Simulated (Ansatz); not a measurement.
Which isomer of CH7SeSi+ gives these data?

These gas-phase data were calculated for one isomer of CH7SeSi+ at PBE0-D3(BJ)/def2-SVP (harmonic, unscaled wavenumbers; equilibrium rotational constants with average atomic masses):

- rotational constants: 18.24, 1.94, 1.842 GHz
- all wavenumbers above 1500 cm⁻¹: 3168, 3093, 2416, 2401, 2304, 2271, 2257

Candidates:

(1) `C[SiH2][SeH2+]`, a singlet
(2) `C[SeH+][SiH3]`, a singlet
(3) `[SiH3]C[SeH2+]`, a singlet

Assign the data to one candidate and say why.

Candidate (3). 3 modes lie between 2000 and 2380 cm⁻¹, one for each Si–H bond, while (1) has 2. 2 modes lie between 2750 and 3290 cm⁻¹, one for each C–H bond, while (2) has 3.

The same quantities for all candidates:

```tsv
	rotational constants (GHz)	wavenumbers above 1500 cm⁻¹	E above the lowest, PBE0-D3(BJ)/def2-SVP (kcal/mol)
(1)	12.91, 2.149, 1.942	3189, 3159, 3058, 2443, 2427, 2314, 2290	0.0
(2)	9.073, 3.095, 2.463	3238, 3224, 3090, 2427, 2326, 2320, 2280	7.8
(3)	18.24, 1.94, 1.842	3168, 3093, 2416, 2401, 2304, 2271, 2257	27.3
```

Each candidate is one conformer. Programs: Ansatz 0.2.0.
